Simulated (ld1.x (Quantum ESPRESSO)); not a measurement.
Varying the TM semilocal potential for Ce (Z = 58)

Base potential:

cerium (Ce), norm-conserving Troullier–Martins (semilocal form), made with ld1.x (Quantum ESPRESSO) 7.5 (revPBE, scalar-relativistic). Core [Xe], reference 4f1 5d1.5 6s1.5 6p0. Waves: 6s (bound): rc 3.55 bohr; 6p (bound, empty): rc 4.20 bohr; 5d (bound): rc 2.15 bohr; 4f (bound): rc 0.80 bohr. Local part: the f channel. Core correction: Bessel-smoothed model core inside 0.65 bohr.

All-electron outer shells of the reference configuration (revPBE, scalar-relativistic, ld1.x):

```json
{"shell": "5s", "level (eV)": "-39.73", "outermost node (bohr)": "0.75", "outermost maximum (bohr)": "1.37"}
{"shell": "5p", "level (eV)": "-22.44", "outermost node (bohr)": "0.81", "outermost maximum (bohr)": "1.55"}
{"shell": "4f", "level (eV)": "-4.50", "outermost node (bohr)": "–", "outermost maximum (bohr)": "0.71"}
{"shell": "6s", "level (eV)": "-3.40", "outermost node (bohr)": "1.82", "outermost maximum (bohr)": "3.82"}
{"shell": "5d", "level (eV)": "-2.52", "outermost node (bohr)": "0.92", "outermost maximum (bohr)": "2.18"}
{"shell": "6p", "level (eV)": "-1.17", "outermost node (bohr)": "2.17", "outermost maximum (bohr)": "5.03"}
```

Cutoffs, loose and tight: the cutoffs (Ry, on a coarse ladder) from which the occupation-weighted sum of valence levels, in a spherical-Bessel basis at the reference potential, stays within 10 and 1 mRy of its value at 400 Ry. They do not see the model core or the augmentation charge, which bear on the density cutoff. Test errors are all-electron minus pseudo excitation energies from the reference, over the configurations 4f1 5d1 6s2 6p0; 4f1 5d1 6s1 6p0; 4f1 5d1 6s0 6p0; 4f2 5d1 6s0 6p0; 4f1 5d1 6s0 6p2; 4f1 5d0 6s0 6p0; 4f1 5d2 6s1 6p0. A dash means not determined; rows that change the core or the reference have their own tests. The largest error is taken over the tests solved by every variant that gives reliable tests at all: 4f1 5d0 6s0 6p0; 4f1 5d1 6s0 6p0; 4f1 5d1 6s0 6p2; 4f1 5d1 6s1 6p0; 4f1 5d1 6s2 6p0; 4f1 5d2 6s1 6p0.

A true bound ghost makes a file unfit for plane-wave use even where its test errors are small: the radial tests pick states by their node count and pass the ghost by.

Cutoffs are not given where the Bessel-basis levels miss the radial ones by over 6 mRy, ghosts where they miss by over 20 mRy; a channel whose overlap is not positive is not tested.

A semilocal file is local in each channel, so a ghost entry of none says nothing of the separable form that plane-wave codes build from it.

```tsv
change	outcome	cutoff, loose	cutoff, tight	bound ghosts	largest test error (meV)
base	generated	–	–	none	-475
all radii but the core radius scaled by about 1.16 (s 4.12, p 4.86, d 2.50, f 0.92 bohr)	generated	–	–	none	-494
all radii but the core radius scaled by about 1.25 (s 4.44, p 5.26, d 2.68, f 1.00 bohr)	generated	260 Ry	300 Ry	none	-535
```

Task: What comes out with this change to the base: all radii but the core radius scaled by about 0.88 (s 3.12, p 3.68, d 1.88, f 0.70 bohr)?

Result: outcome: generated; cutoff, loose: over 300 Ry; cutoff, tight: over 300 Ry; bound ghosts: f (extra level of the local part); largest test error (meV): -501.

Task: What comes out with this change to the base: all radii but the core radius scaled by about 1.34 (s 4.78, p 5.64, d 2.88, f 1.08 bohr)?

Result: outcome: generated; cutoff, loose: 230 Ry; cutoff, tight: 260 Ry; bound ghosts: none; largest test error (meV): -601.

Task: What comes out with this change to the base: all radii but the core radius scaled by about 0.76 (s 2.70, p 3.20, d 1.64, f 0.62 bohr)?

Result: outcome: generated; bound ghosts: not determined; largest test error (meV): -561.

Reading the sweep of the scale of all radii but the core radius (base = 1) (base included, trends over the rows without a ghost): Bound ghosts are found at 0.88.
